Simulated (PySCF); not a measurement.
Species: BiMe2(SMe), C₃H₉BiS.
Bonds: Bi1–C2, Bi1–C6, Bi1–S10, S10–C11. Hydrogens: H3, H4, H5 on C2; H7, H8, H9 on C6; H12, H13, H14 on C11.

Computed by this run: PySCF 2.14.0, PBE0-D3(BJ)/def2-SVP geometry optimisation, gas phase, def2 core potentials past Kr; density fitting, grid level 1; the optimiser is geomeTRIC in internal coordinates, started from a GFN2-xTB structure with every atom displaced at random (about 0.03 Å).

Step 0: E = -19920.4678 eV
```
atom  x, y, z in Å  |  force x, y, z in eV/Å
Bi1     0.4038    0.3867    0.8589   -0.869   1.190  -0.008
C2      2.1777    0.4360   -0.4547    0.425   2.565  -1.076
H3      2.8036   -0.3463   -0.1601    1.365  -1.690   0.604
H4      2.7989    1.4103   -0.3842   -1.117  -1.259  -0.045
H5      1.8894    0.2595   -1.5036   -0.047   0.151   0.104
C6     -0.6083    2.0903   -0.4383    2.304  -0.877   0.311
H7     -1.5622    2.3015   -0.0731   -2.092   0.252   0.664
H8     -0.6098    1.7318   -1.4625   -0.104  -0.154  -0.367
H9      0.0096    2.9837   -0.3429    0.274   0.229  -0.037
S10    -0.7575   -1.4186   -0.4442   -0.129  -0.283  -0.270
C11    -1.5199   -2.3450    0.9377    0.041   0.524  -0.270
H12    -0.6997   -2.6677    1.6138   -0.709  -0.270  -0.086
H13    -2.0796   -3.1634    0.4468    0.355  -0.094   0.388
H14    -2.2654   -1.7027    1.4496    0.304  -0.283   0.088
```

Step 1: E = -19920.7763 eV
```
atom  x, y, z in Å  |  force x, y, z in eV/Å
Bi1     0.3675    0.4818    0.8365    0.359  -0.367   0.092
C2      2.2302    0.4702   -0.4955    0.027  -0.239   0.051
H3      2.9020   -0.3391   -0.1690   -0.099   0.017  -0.010
H4      2.7733    1.4207   -0.4303   -0.059   0.173   0.101
H5      1.9425    0.2950   -1.5412   -0.102  -0.022   0.017
C6     -0.5836    2.0761   -0.4078    0.034   0.203  -0.042
H7     -1.5984    2.2760   -0.0381   -0.005   0.003  -0.133
H8     -0.5891    1.6934   -1.4355   -0.147   0.139  -0.063
H9      0.0397    2.9798   -0.3297   -0.083   0.024  -0.083
S10    -0.7609   -1.4252   -0.4480   -0.047  -0.088   0.286
C11    -1.5513   -2.3434    0.9325   -0.001   0.366  -0.362
H12    -0.8116   -2.6988    1.6576    0.040  -0.117   0.078
H13    -2.0669   -3.1968    0.4736    0.062  -0.118   0.007
H14    -2.3127   -1.7334    1.4380    0.021   0.024   0.060
```

Question: Estimate the geometry and energy of step 2. (The exact step hangs on the optimiser's Hessian estimate; all steps are aligned on step 1, rigid shifts and turns removed.)

Answer: E = -19920.8009 eV, largest force 0.270 eV/Å
```
atom  x, y, z in Å  |  force x, y, z in eV/Å
Bi1     0.3846    0.4693    0.8447   -0.140   0.174  -0.153
C2      2.2238    0.4369   -0.4825    0.100  -0.248  -0.011
H3      2.8907   -0.3820   -0.1614   -0.125   0.121  -0.053
H4      2.7539    1.3934   -0.4061    0.028   0.122   0.040
H5      1.9140    0.2700   -1.5234   -0.024  -0.009   0.018
C6     -0.5877    2.1184   -0.4227    0.088  -0.141   0.183
H7     -1.6061    2.3219   -0.0554    0.108  -0.046  -0.050
H8     -0.6195    1.7612   -1.4603   -0.041   0.013  -0.008
H9      0.0290    3.0271   -0.3529   -0.025  -0.009  -0.005
S10    -0.7421   -1.4312   -0.4365   -0.008  -0.044   0.134
C11    -1.5319   -2.3498    0.9295    0.006   0.143  -0.165
H12    -0.7994   -2.7232    1.6560    0.044  -0.040   0.047
H13    -2.0374   -3.2095    0.4686    0.002  -0.045  -0.004
H14    -2.2914   -1.7464    1.4456   -0.012   0.010   0.028
```

The energy changes by -0.0246 eV. The first-order estimate −F·Δx gives -0.0625 eV and the mean of the old and new forces, exact on a quadratic surface, -0.0264 eV. The step makes an angle of 65° with the force vector and moves no atom by more than 0.078 Å.

What follows is the cost of the whole optimisation. On Intel Xeon Platinum 8488C, one thread, no GPU (shared host), this took 1.8 min wall and 0.50 GiB of memory at its peak.
